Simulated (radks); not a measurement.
The numbers below are computed, except where a source is named.
Effect of the nuclear size on the chromium ion Cr+, [Ar] 3d5. Level of theory: Dirac Kohn-Sham, PBE, spin-unpolarised, spherical densities, finite nucleus; open shells fill j = l - 1/2 first; Fermi nuclear charge, rms radius 3.6452 fm (a radial shooting solver on a logarithmic mesh with Libxc functionals). The rms radius is varied about that value; shifts are against it.

| rms radius (fm) | total energy shift (eV) | density at nucleus (e/bohr^3) | 1s1/2 shift (meV) | 2s1/2 shift (meV) | 3s1/2 shift (meV) |
|---|---|---|---|---|---|
| 2.9599 | -0.0252 | 1.152e+04 | -10.7 | -0.938 | -0.134 |
| 3.5067 | -0.00549 | 1.145e+04 | -2.33 | -0.205 | -0.029 |
| 3.6452 | 0 | 1.143e+04 | 0.000 | 0.000 | 0.000 |
| 3.9951 | 0.0148 | 1.139e+04 | 6.27 | 0.551 | 0.079 |
| 4.52 | 0.0394 | 1.134e+04 | 16.7 | 1.47 | 0.210 |

Slopes of the eigenvalues against <r^2> in GHz/fm^2, as finite differences over the two radii next to the reference (eigenvalue slopes, not the field-shift constants of lines): 1s1/2 568, 2s1/2 49.9, 3s1/2 7.12.
